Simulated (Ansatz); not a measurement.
Relaxation of FGaH$_{3}$NO (7 atoms, charge 0, multiplicity 1), to a largest force component of 0.015 eV/Å in at most 40 steps.

Theory: RKS PBE0/def2-SVP (Ansatz).

```xyz
7
Properties=species:S:1:pos:R:3:forces:R:3
N -0.851 1.158 -0.376 0.31 -0.62 0.22
Ga 0.088 -0.390 -0.090 -1.05 0.30 -0.48
O 1.676 -0.467 0.604 0.92 0.30 0.44
F -0.564 -1.928 -0.626 -0.08 0.00 -0.05
H -1.860 1.039 -0.413 -0.02 0.05 -0.05
H -0.621 1.898 0.279 -0.02 0.14 -0.02
H 2.132 -1.310 0.623 -0.06 -0.17 -0.05
```

**Question.** Where does it end, and by what steps?

**Answer.** It converged. After 8 steps the energy has fallen by 0.058 eV; N1 moved furthest, 0.18 Å.

| step | energy less start (eV) | largest force component (eV/Å) | accepted |
| --- | --- | --- | --- |
| 0 | 0.0000 | 1.050 | yes |
| 1 | -0.0276 | 0.482 | yes |
| 2 | -0.0452 | 0.242 | yes |
| 3 | -0.0496 | 0.270 | yes |
| 4 | -0.0535 | 0.240 | yes |
| 5 | -0.0572 | 0.070 | yes |
| 6 | -0.0577 | 0.030 | yes |
| 7 | -0.0580 | 0.026 | yes |
| 8 | -0.0581 | 0.003 | yes |

```xyz
7
Properties=species:S:1:pos:R:3
N -0.889 1.082 -0.214
Ga 0.087 -0.410 -0.060
O 1.724 -0.448 0.616
F -0.569 -1.926 -0.652
H -1.860 1.068 -0.496
H -0.615 1.959 0.210
H 2.121 -1.324 0.596
```

Whether the end is a true minimum wasn't checked by a vibrational analysis.

Run time: 88 s on 1 thread of Intel(R) Xeon(R) Processor @ 2.50GHz (Skylake/Cascade Lake) (shared host), peak memory 0.19 GiB.
